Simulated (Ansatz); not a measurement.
(LiI)3 ring (Li₃I₃), relaxed as a singlet with RKS PBE0-D4/def2-SVP in Ansatz, starting from the GFN2-xTB geometry. Force threshold 0.02 eV/Å.

In the def2 sets I takes a core potential; there is no spin–orbit coupling.

Start:

```xyz
6

Li    1.484   -0.122    2.017
I     2.563    1.125   -0.077
Li    0.807    1.133   -2.082
I    -1.657    0.133   -2.255
Li   -2.291   -1.012    0.066
I    -0.906   -1.258    2.330
```

(1) Estimate the energy that the relaxation releases and the steps that it takes.

(2) Does the start keep its bonding and symmetry?

(3) Predict the relaxed structure.

Answers

(1) 0.28 eV, in 4 steps; 15 s on 4 threads of Arm Neoverse V1 on a shared host. No frequencies were taken in this run, so the end may be a saddle point.

(2) By distances, no bond broke or formed. The bond that changes most is Li1–I2, from 2.67 to 2.56 Å (atoms count from 1). Point group D3h at the start, D3h at the end, both within 0.05 Å.

(3) 
Cartesian coordinates in Å:
```
Li 1.248 -0.101 1.698
I 2.602 1.145 -0.078
Li 0.682 0.951 -1.756
I -1.682 0.137 -2.288
Li -1.931 -0.850 0.058
I -0.919 -1.282 2.366
```
Bond lengths (bridged metal pairs left out): 6 × I–Li 2.56 Å.
